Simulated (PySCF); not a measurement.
**Gallium: a sound run and one with changed settings**

Sound run: Ga [Ar] 3d10 4s2 4p1, Ga⁺ [Ar] 3d10 4s2. Calculation: PySCF 2.14, in cc-pVTZ-DK (6s5p3d1f, 43 functions); scalar relativity by spin-free X2C-1e. In the sound run the correlated levels freeze [Ar] 3d10. The sound run starts from symmetry-adapted Hartree-Fock orbitals and uses a fine grid where one is needed.

Changed run: the non-relativistic Hamiltonian (point nucleus). This setting is unsound on purpose.

| species | method | sound run (hartree) | changed run (hartree) | converged |
| --- | --- | --- | --- | --- |
| Ga | UHF | -1942.17428 | -1912.20963 | yes |
| Ga | B3LYP | -1943.88248 | -1913.91956 | yes |
| Ga | BP86 | -1944.12823 | -1914.16533 | yes |
| Ga | MP2 | -1942.20753 | -1912.24292 | yes |
| Ga | CCSD(T) | -1942.22119 | -1912.25705 | yes |
| Ga⁺ | UHF | -1941.97146 | -1912.00513 | yes |
| Ga⁺ | B3LYP | -1943.66206 | -1913.69828 | yes |
| Ga⁺ | BP86 | -1943.90440 | -1913.94060 | yes |
| Ga⁺ | MP2 | -1941.99728 | -1912.03110 | yes |
| Ga⁺ | CCSD(T) | -1942.00790 | -1912.04224 | yes |

Ionisation energy of Ga:

```csv
method,sound run (eV),changed run (eV)
UHF,5.519,5.565
B3LYP,5.998,6.021
BP86,6.091,6.115
MP2,5.721,5.764
SCS-MP2,5.704,5.747
CCSD,5.781,5.822
CCSD(T),5.804,5.845
```

Most of the change in total energy is the relativistic energy itself. On top of that the contraction fixes the core shape for the Hamiltonian it was made with, so the changed run is not a good calculation with the other Hamiltonian either.

For comparison, NIST gives 5.999 eV between the lowest levels.
